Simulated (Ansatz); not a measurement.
A run for Ansatz (an electronic-structure program): R-B3LYP/def2-TZVPP on GaH3S (SMILES [SH][GaH2]), a point of a torsion scan.

Ansatz 0.2 input:
```yaml
crystal:
  periodic: [false, false, false]
  atoms:
    - {symbol: S, position_ang: [1.47881779, -0.62379715, 0.45602915]}
    - {symbol: Ga, position_ang: [-0.60902166, 0.08912328, 0.34288441]}
    - {symbol: H, position_ang: [1.88941620, 0.31703829, -0.39419625]}
    - {symbol: H, position_ang: [-1.62292313, -0.04450560, 1.52759758]}
    - {symbol: H, position_ang: [-1.13534675, 0.79779886, -0.95642561]}
basis:
  gaussian:
    orbitals: def2-TZVPP
hamiltonian:
  xc: {name: B3LYP}
scf: {lower_state_search: off}
```

Program output:

```
WARN ansatz: RAYON_NUM_THREADS=1 ignored (pool sized by the plan → 1); use --threads N
Functional definition: B3LYP
these checks for a lower state are left out or cut short: stability, starts, cluster_reference, orbital_swaps, neighbouring_geometries, increment
integrals: 0.05 GiB planned
876 factors; their error is unknown
mean field: 0.47 GiB planned
mean field evaluation 1: about -63263.5622 eV, gradient 3.0e1 eV
mean field evaluation 2: about -63262.7195 eV, gradient 4.3e1 eV
mean field evaluation 4: about -63264.9992 eV, gradient 8.5e-1 eV
mean field evaluation 8: about -63265.1547 eV, gradient 1.4e-1 eV
mean field evaluation 16: about -63265.1547 eV, gradient 4.9e-6 eV
mean field -63265.15472420 eV, -2324.9515534524 hartree, gradient 4.9e-6 eV, S^2 0.000000; 0 other end points of the search recorded, 0 dependent functions left out
reference -63265.15495077 eV, -2324.9515617786 hartree; 25, 25 occupied and 107, 107 virtual orbitals, 876 factors
Total energy: -63265.15495077 eV, -2324.9515617786 hartree
Checks for a lower state left out: stability, starts, cluster_reference, orbital_swaps, neighbouring_geometries, increment
```

Self-consistency was reached.

Cost: about 1.5 core-seconds (a rough figure).
